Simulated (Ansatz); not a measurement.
The same redistribution along the group Ti, Zr, Hf.

Computed with Ansatz on PBE0-D4/def2-TZVP structures; ΔE is electronic, products minus reactants. CCSD(T)/CBS adds triple-zeta CCSD(T) − MP2 to the extrapolated MP2 energy (def2 sets, frozen cores). def2 core potentials past Kr. For Br, Hf, Ti, Zn, Zr outer-core shells are correlated without core-valence functions, which leaves a few kJ/mol of doubt a bond. Scalar relativity is left out up to krypton.

| reaction | MP2/CBS(def2) (kJ/mol) |
| --- | --- |
| `[Cl][Ti]([Cl])([Cl])[Br]` + `[Cl][Zn][Br]` → `[Cl][Ti]([Cl])([Cl])[Cl]` + `[Br][Zn][Br]` | -7 |
| `[Cl][Zr]([Cl])([Cl])[Br]` + `[Cl][Zn][Br]` → `[Cl][Zr]([Cl])([Cl])[Cl]` + `[Br][Zn][Br]` | -12 |
| `[Cl][Hf]([Cl])([Cl])[Br]` + `[Cl][Zn][Br]` → `[Cl][Hf]([Cl])([Cl])[Cl]` + `[Br][Zn][Br]` | -14 |

(1) Give the CCSD(T)/CBS values in the same order. (Best estimate.)

Largest T1 diagnostic: 0.025, for `[Cl][Ti]([Cl])([Cl])[Cl]`.

Answers

(1) Ansatz gave: -12, -14, -16 kJ/mol.
